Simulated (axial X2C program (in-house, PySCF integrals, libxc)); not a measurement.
# Curves of NiF from open-shell CI on d8 s1 p(π)0

Calculated with an axial X2C code built on PySCF integrals: two-component X2C with atomic mean-field Coulomb and Gaunt terms, basis Ni dyall-v3z, F dyall-av3z (cores contracted in-house). Orbitals come from Hartree–Fock averaged over the configuration Ni d8 s1 p(π)0; CI then distributes these electrons over the d, s, p(π) shells of Ni.

Scan along the bond; masses Ni 57.935 u, F 18.998 u. Energies in cm⁻¹ from the lowest point; levels are followed by energy order within each Ω. Lowest level at 1.804 Å: 100% d8 s1.

```
R (Å)  (1)Ω=3/2  (1)Ω=5/2  (1)Ω=1/2  (1)Ω=7/2  (2)Ω=1/2
1.678      1446      1469      1496      1980      2202
1.741       256       275       308       680      1033
1.804         0        18        50       356       794
1.876       515       534       559       826      1323
1.948      1618      1642      1653      1907      2439
2.030      3333      3365      3357      3611      4165
2.129      5774      5817      5785      6050      6618
```

Question: Fit the curves (1)Ω=3/2, (1)Ω=5/2, (1)Ω=1/2, (1)Ω=7/2, (2)Ω=1/2 near their minima.

Answer: From the open-shell CI curves, Te from the lowest:

| level | Te (cm⁻¹) | Re (Å) | ωe (cm⁻¹) |
| --- | --- | --- | --- |
| (1)Ω=3/2 | 0 | 1.793 | 646.2 |
| (1)Ω=5/2 | 18 | 1.793 | 647.4 |
| (1)Ω=1/2 | 51 | 1.794 | 644.0 |
| (1)Ω=7/2 | 363 | 1.798 | 650.6 |
| (2)Ω=1/2 | 791 | 1.792 | 646.9 |

Without dynamic correlation distances can be off by several hundredths of an Å (long for ionic bonds, short for multiple bonds) and the wavenumbers are rough.

The 5 lowest curves are shown; the next is (2)Ω=5/2, from 1101 cm⁻¹.

Dynamic correlation is missing, so gaps between terms are too wide and other configurations may lie lower; the lowest level listed is that of this model, not necessarily the ground state. For d shells the ligand-field splittings (σ, π, δ) and their order can be off by a thousand cm⁻¹ or more. At most 4 roots were kept for each Ω > 0 (twice that for Ω = 0) within 3.2 eV of the lowest, so higher up levels can be missing between those listed; levels with Ω > 0 are doubly degenerate and listed once, Ω = 0 levels singly. States that fill the shells left empty in the average are placed too high.
